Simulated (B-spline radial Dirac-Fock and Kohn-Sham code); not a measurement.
Z = 25 (manganese), transition energy 1130 keV. Model: a Dirac-Hartree-Slater potential of the neutral atom with a Latter tail (no hole, which puts coefficients of high multipoles low close above an edge), finite nucleus with surface currents. Program: a radial finite-basis atomic code. Subshells that would emit electrons below 1 keV are left out, and so is internal pair formation.

**Question.** A pure transition shows α(K) = 0.000794, L1/L2 = 55.0 and L1/L3 = 110. What is its multipolarity?
A. M3
B. M1
C. E4
D. E2
E. E1
F. M2
G. E3
H. M4

**Answer.** H. For comparison, α(K), L1/L2, L1/L3 are E1 5.49e-05, 286, 111; E2 0.000119, 137, 112; E3 0.000236, 70.2, 98.0; E4 0.000453, 40.8, 78.2; M1 9.88e-05, 194, 217; M2 0.000209, 116, 256; M3 0.000413, 77.2, 185.

Values without a named source are computed, but for edge energies of neutral atoms, which are taken from tables.
